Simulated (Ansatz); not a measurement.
Steps of a relaxation of `C[Si@@H]1N[C@H]1F` with RKS PBE0-D4/def2-TZVP.

```sh
$ ansatz run in.yaml --threads 4 --pin off --events-out ev --progress --plain --max-ram 10444MiB
```

```yaml
crystal:
  periodic: [false, false, false]
  atoms:
    - {symbol: C, position_ang: [-0.733134, 0.600555, -1.578341]}
    - {symbol: Si, position_ang: [0.491679, -0.041390, -0.309864]}
    - {symbol: N, position_ang: [-0.092809, -1.106467, 0.923687]}
    - {symbol: C, position_ang: [0.395406, 0.055179, 1.577336]}
    - {symbol: F, position_ang: [1.591352, -0.094533, 2.289757]}
    - {symbol: H, position_ang: [-0.358921, 1.534325, -2.045689]}
    - {symbol: H, position_ang: [-0.881767, -0.145929, -2.386479]}
    - {symbol: H, position_ang: [-1.713953, 0.802917, -1.105984]}
    - {symbol: H, position_ang: [1.864379, -0.263862, -0.878370]}
    - {symbol: H, position_ang: [-0.196927, -2.043252, 1.321073]}
    - {symbol: H, position_ang: [-0.299906, 0.645457, 2.213576]}
basis:
  gaussian: {orbitals: def2-TZVP}
hamiltonian: {xc: pbe0, dispersion: d4}
relax: {f_tol: 0.005, max_steps: 150}
```

Positions (Å) and forces (eV/Å) along the path, 12 of 25 steps:

```xyz
11
step=1 energy=-14248.4558 eV
C    -0.733    0.601   -1.578   -0.110    0.082   -0.110
Si    0.492   -0.041   -0.310   -0.251   -0.446    0.701
N    -0.093   -1.106    0.924    0.293   -0.018   -0.212
C     0.395    0.055    1.577   -0.208    0.325   -0.164
F     1.591   -0.095    2.290   -0.351   -0.030   -0.165
H    -0.359    1.534   -2.046   -0.177   -0.444    0.225
H    -0.882   -0.146   -2.386    0.091    0.347    0.397
H    -1.714    0.803   -1.106    0.479   -0.091   -0.218
H     1.864   -0.264   -0.878   -0.326    0.043    0.119
H    -0.197   -2.043    1.321    0.111    0.664   -0.239
H    -0.300    0.645    2.214    0.448   -0.431   -0.332
11
step=2 energy=-14248.5094 eV
C    -0.728    0.600   -1.568    0.016    0.011    0.013
Si    0.486   -0.047   -0.310   -0.227   -0.285    0.506
N    -0.087   -1.103    0.916    0.142    0.094   -0.339
C     0.388    0.065    1.560   -0.039    0.109   -0.076
F     1.572   -0.090    2.281   -0.091    0.008   -0.071
H    -0.350    1.519   -2.035   -0.049   -0.126    0.065
H    -0.881   -0.142   -2.363    0.022    0.100    0.108
H    -1.695    0.811   -1.098    0.134   -0.027   -0.064
H     1.842   -0.271   -0.878   -0.075    0.022    0.028
H    -0.175   -2.026    1.317    0.031    0.200   -0.051
H    -0.305    0.627    2.198    0.136   -0.106   -0.121
11
step=4 energy=-14248.5217 eV
C    -0.724    0.598   -1.556    0.006   -0.005    0.004
Si    0.477   -0.060   -0.305   -0.011    0.001    0.015
N    -0.086   -1.105    0.907   -0.008   -0.067   -0.057
C     0.383    0.070    1.546    0.028    0.055    0.030
F     1.566   -0.079    2.264    0.005    0.001   -0.002
H    -0.339    1.511   -2.017    0.005    0.005   -0.001
H    -0.880   -0.136   -2.352   -0.003    0.000   -0.005
H    -1.686    0.814   -1.091   -0.007    0.003    0.000
H     1.831   -0.272   -0.871    0.005    0.003   -0.006
H    -0.166   -2.021    1.315   -0.010    0.006    0.021
H    -0.310    0.624    2.180   -0.010   -0.001    0.002
11
step=5 energy=-14248.5219 eV
C    -0.724    0.598   -1.556   -0.006   -0.003    0.000
Si    0.475   -0.063   -0.304   -0.002    0.008    0.003
N    -0.084   -1.109    0.907    0.014   -0.007   -0.012
C     0.383    0.071    1.546    0.004   -0.013    0.008
F     1.566   -0.075    2.263   -0.005    0.003   -0.005
H    -0.335    1.510   -2.015    0.003    0.000    0.002
H    -0.883   -0.134   -2.354    0.001    0.001    0.001
H    -1.686    0.817   -1.092    0.002    0.001   -0.001
H     1.830   -0.271   -0.873   -0.002    0.000    0.000
H    -0.164   -2.023    1.319   -0.008    0.009    0.010
H    -0.312    0.621    2.180    0.000   -0.001   -0.005
11
step=6 energy=-14248.5218 eV rejected
C    -0.725    0.597   -1.555    0.011   -0.002   -0.008
Si    0.476   -0.062   -0.305   -0.017   -0.005    0.014
N    -0.084   -1.108    0.906    0.014   -0.011    0.020
C     0.383    0.071    1.546   -0.003   -0.004   -0.008
F     1.566   -0.077    2.264    0.007    0.002    0.000
H    -0.334    1.510   -2.011   -0.004    0.005   -0.017
H    -0.882   -0.134   -2.354    0.009    0.005   -0.006
H    -1.690    0.816   -1.096    0.001    0.001    0.018
H     1.830   -0.272   -0.874   -0.006    0.006   -0.003
H    -0.165   -2.020    1.321   -0.010    0.003   -0.003
H    -0.311    0.622    2.180   -0.003   -0.002   -0.007
11
step=11 energy=-14248.5225 eV
C    -0.723    0.596   -1.549    0.005    0.004    0.000
Si    0.486   -0.068   -0.309   -0.003   -0.006    0.001
N    -0.047   -1.121    0.903   -0.008   -0.061    0.050
C     0.390    0.068    1.541   -0.004   -0.005   -0.001
F     1.566   -0.053    2.277    0.001    0.004    0.002
H    -0.338    1.513   -2.002   -0.003   -0.004   -0.002
H    -0.882   -0.130   -2.352   -0.003    0.002   -0.002
H    -1.685    0.810   -1.081    0.000   -0.001    0.000
H     1.834   -0.268   -0.894    0.002    0.000   -0.002
H    -0.214   -2.019    1.327    0.009    0.071   -0.046
H    -0.322    0.614    2.160    0.002   -0.003    0.001
11
step=13 energy=-14248.5230 eV
C    -0.722    0.595   -1.543   -0.008    0.000   -0.004
Si    0.496   -0.071   -0.312    0.009    0.010    0.006
N    -0.008   -1.133    0.902   -0.001   -0.007   -0.028
C     0.396    0.065    1.538    0.008    0.000    0.015
F     1.563   -0.030    2.291    0.006    0.002    0.003
H    -0.338    1.509   -2.003    0.003   -0.003    0.003
H    -0.892   -0.132   -2.343   -0.001    0.000    0.001
H    -1.679    0.815   -1.067    0.001   -0.003    0.002
H     1.840   -0.264   -0.910   -0.003   -0.001   -0.001
H    -0.256   -2.012    1.319   -0.007   -0.006    0.009
H    -0.333    0.601    2.147   -0.007    0.007   -0.008
11
step=16 energy=-14248.5241 eV
C    -0.721    0.592   -1.530   -0.009    0.000   -0.006
Si    0.514   -0.075   -0.316    0.004   -0.021    0.012
N     0.038   -1.149    0.898    0.061    0.095   -0.092
C     0.404    0.061    1.532    0.010   -0.008    0.012
F     1.554   -0.003    2.313    0.000    0.004    0.001
H    -0.343    1.507   -1.994   -0.002    0.003   -0.001
H    -0.902   -0.133   -2.329    0.004    0.000    0.002
H    -1.671    0.810   -1.041   -0.002    0.006    0.001
H     1.850   -0.265   -0.932   -0.002    0.000    0.000
H    -0.312   -1.996    1.303   -0.049   -0.080    0.066
H    -0.348    0.593    2.116   -0.014    0.000    0.005
11
step=17 energy=-14248.5253 eV
C    -0.720    0.593   -1.524   -0.018   -0.010    0.006
Si    0.521   -0.081   -0.319    0.034    0.004   -0.007
N     0.071   -1.162    0.900    0.055    0.069   -0.100
C     0.408    0.059    1.529    0.014    0.000    0.050
F     1.546    0.018    2.327   -0.003    0.008   -0.017
H    -0.340    1.506   -1.991    0.006   -0.002    0.006
H    -0.910   -0.131   -2.321   -0.002    0.000   -0.002
H    -1.666    0.819   -1.030   -0.005    0.001    0.001
H     1.850   -0.270   -0.949   -0.005    0.001    0.009
H    -0.333   -1.988    1.299   -0.065   -0.075    0.060
H    -0.361    0.581    2.100   -0.011    0.004   -0.006
11
step=19 energy=-14248.5275 eV
C    -0.718    0.591   -1.500   -0.009   -0.007   -0.011
Si    0.552   -0.092   -0.330    0.048   -0.041   -0.002
N     0.148   -1.190    0.897    0.011    0.026   -0.055
C     0.422    0.060    1.511   -0.004   -0.110    0.169
F     1.513    0.057    2.372   -0.022    0.058   -0.106
H    -0.348    1.505   -1.971   -0.002   -0.002    0.004
H    -0.930   -0.128   -2.296   -0.001    0.002   -0.001
H    -1.652    0.816   -0.981    0.007   -0.001    0.001
H     1.865   -0.292   -0.988   -0.007    0.021    0.014
H    -0.394   -1.949    1.273   -0.030    0.033   -0.010
H    -0.394    0.564    2.033    0.010    0.022   -0.003
11
step=24 energy=-14248.5306 eV
C    -0.717    0.583   -1.493   -0.002    0.000    0.001
Si    0.564   -0.092   -0.328    0.003   -0.001   -0.002
N     0.168   -1.201    0.897   -0.001    0.002    0.004
C     0.428    0.054    1.512    0.008   -0.004    0.000
F     1.522    0.072    2.362   -0.004    0.002   -0.002
H    -0.359    1.504   -1.960    0.001    0.000    0.000
H    -0.926   -0.133   -2.291    0.001    0.000    0.001
H    -1.649    0.797   -0.967   -0.001    0.000   -0.001
H     1.878   -0.283   -0.985   -0.003    0.000    0.002
H    -0.450   -1.913    1.246    0.000   -0.001   -0.004
H    -0.393    0.555    2.028   -0.001    0.002    0.001
11
step=25 energy=-14248.5306 eV
C    -0.717    0.583   -1.492    0.000    0.000    0.000
Si    0.564   -0.092   -0.328    0.000    0.000    0.000
N     0.168   -1.202    0.897    0.001    0.002    0.003
C     0.428    0.053    1.512    0.002    0.000    0.000
F     1.522    0.072    2.362   -0.001   -0.001    0.000
H    -0.359    1.504   -1.960    0.000    0.000    0.000
H    -0.926   -0.133   -2.291    0.000    0.000    0.000
H    -1.650    0.797   -0.967    0.000    0.000    0.000
H     1.878   -0.283   -0.985   -0.001    0.000    0.000
H    -0.451   -1.913    1.245    0.000   -0.001   -0.001
H    -0.392    0.556    2.027   -0.001    0.000    0.000
```

Run time 40 s (4 threads of an INTEL XEON PLATINUM 8581C on a shared host); peak host memory 0.5 GiB.
